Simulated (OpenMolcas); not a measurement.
An atom or ion with 15 electrons was computed by SS-RASPT2, IPEA 0.25 Eh, imaginary shift 0.1 Eh with spin-orbit coupling (OpenMolcas, ANO-RCC-VTZP, DKH2). The lowest levels that the run gave, each within 12 % of the measured value where one is at hand:

| J | Parity | E (cm-1) | g |
| --- | --- | --- | --- |
| 3/2 | odd | 0.0 | 2.002 |
| 3/2 | odd | 12010 | 0.800 |
| 5/2 | odd | 12010 | 1.200 |
| 1/2 | odd | 19750 | 0.666 |
| 3/2 | odd | 19750 | 1.334 |

**Question.** Which ion is it, and what are the configurations and terms?

**Answer.** P I (Z = 15, neutral; active space 5 electrons in 9 orbitals (RAS2 3s 3p; RAS3 3d, at most 2 electrons)). J, parity and g give the terms where levels are pure, and mixed ones are named by the computed weights; the size of the splittings, set against known spectra of the 15-electron sequence, gives the charge. In order, with the measured energies in cm-1 (NIST Handbook of Basic Atomic Spectroscopic Data): 3s2 3p3 4S* 3/2, 3s2 3p3 2D* 3/2 (11361), 3s2 3p3 2D* 5/2 (11377), 3s2 3p3 2P* 1/2 (18723), 3s2 3p3 2P* 3/2 (18748).

Active for correlation alone: 3d; no level in the range computed is led by a configuration that fills it, so any true level of that kind is missing. Computed and measured levels are paired by configuration, term and J; levels that our copy of the source lacks, or whose pairing is in doubt (as where it misses far off the trend of its configuration), stay unpaired and out of the deviations. Only configurations of the active space appear.

* marks odd parity.
